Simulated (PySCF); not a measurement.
One molecule, one basis, several functionals.

Species: C2H10ClPSi2.
SMILES: `C[Si@@H](P)[SiH2]CCl`

Torsions of this conformer, `[CH3:1][Si@@H:2]([PH2:3])[SiH2:4][CH2:5][Cl:6]`: C1–Si2–Si4–C5 76°, Si2–Si4–C5–Cl6 -54°, H–P3–Si2–C1 169°, H–P3–Si2–C1 76°.

PySCF, pcSseg-1 basis, density fitting, gas phase, PBE0-D3(BJ)/def2-SVP geometry. One functional is left out:

```tsv
functional	exact exchange (%)	HOMO energy (eV)	LUMO energy (eV)	dipole moment (D)
B97-D	0	-6.10	-0.93	1.276
BLYP	0	-5.96	-0.89	1.202
BP86	0	-6.25	-1.15	1.294
LDA	0	-6.22	-1.29	1.358
OPBE	0	-6.14	-0.91	1.356
PBE	0	-6.14	-1.07	1.282
B3LYP	20	-6.99	-0.40	1.326
PBE0	25	-7.22	-0.26	1.426
mPW1PW91	25	-7.25	-0.24	1.429
BHandHLYP	50	-8.15	0.67	1.466
```

Predict the row of B97-2 (21 % exact exchange) by straight lines through the other rows, and check it.

```tsv
property	line	computed	computed − line	B3LYP (20 %), for comparison
HOMO energy (eV)	-7.01	-6.99	+0.02	-6.99
LUMO energy (eV)	-0.35	-0.24	+0.11	-0.40
dipole moment (D)	1.375	1.404	+0.029	1.326
```

Which of these properties follows the share of exact exchange most closely, and which least?

Most closely the HOMO energy, least the dipole moment; the correlations over the tabulated rows are HOMO energy -0.993, LUMO energy 0.979, dipole moment 0.797. The HOMO energy moves by -0.413 eV for every 10 %. Functionals with the same share still differ in their other parts: at 0 % BLYP and BP86 differ by 0.29 eV in it.
